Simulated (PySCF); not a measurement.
A GIAO shielding run with PySCF 2.14.0 with density-fitted response routines (density fitting, non-relativistic, gas phase) on `[BH3-][P@@+](C)(c1ccccc1C)C(C)(C)C`, C12H22BP:

```
$ OMP_NUM_THREADS=1 python probes_run.py task.json out

{"job": {"kind": "nmr", "xc": "PBE0", "basis": "pcSseg-1"}, "charge": 0, "multiplicity": 1}
B     -0.188061     1.821256     1.911909
P     -0.281116     0.936639     0.199247
C     -0.465261     2.247911    -1.057119
C      1.157440    -0.047864    -0.378214
C      1.413393    -0.093021    -1.757380
C      2.471518    -0.827850    -2.282049
C      3.300067    -1.537388    -1.418780
C      3.061255    -1.495075    -0.049172
C      2.003183    -0.760804     0.503797
C      1.842656    -0.751555     1.994988
C     -1.770486    -0.188593    -0.005375
C     -1.606594    -1.355654     0.969809
C     -1.892602    -0.722449    -1.429841
C     -3.012073     0.625016     0.368955
H     -0.378999     1.024985     2.815470
H      0.924828     2.334928     1.928550
H     -1.079863     2.655539     1.809421
H      0.468100     2.828030    -1.076153
H     -0.689414     1.879677    -2.066011
H     -1.272356     2.912662    -0.722430
H      0.774309     0.459641    -2.447190
H      2.644910    -0.841754    -3.360324
H      4.137655    -2.120510    -1.808943
H      3.719643    -2.045464     0.627739
H      0.857411    -1.122408     2.308493
H      1.925102     0.268196     2.396286
H      2.609058    -1.381593     2.465701
H     -1.493536    -1.000997     2.004621
H     -0.737051    -1.979150     0.710568
H     -2.501712    -1.997292     0.926091
H     -2.778130    -1.375689    -1.497516
H     -1.016494    -1.320312    -1.721310
H     -2.027352     0.081832    -2.168751
H     -3.178182     1.467397    -0.319674
H     -2.939134     1.026567     1.389712
H     -3.900891    -0.024671     0.315119
```

Hardware: 1 thread of an Arm Neoverse V1, shared host. The job also computes population analyses, field gradients, ring-centre shieldings.

Q: How large is the calculation?

A: 114 electrons, 355 basis functions and 1849 auxiliary functions.

Q: How long does it take, and how much memory does it need?

A: 3.4 min of wall time, with 15 SCF cycles and 5 response iterations; peak memory 2.3 GiB. Times on a shared host scatter by some tens of per cent.

Q: And these other runs on the same molecule and hardware: GIAO shielding at wB97X-D/pcSseg-1?

A: wB97X-D/pcSseg-1: 355 functions, 3.9 min.
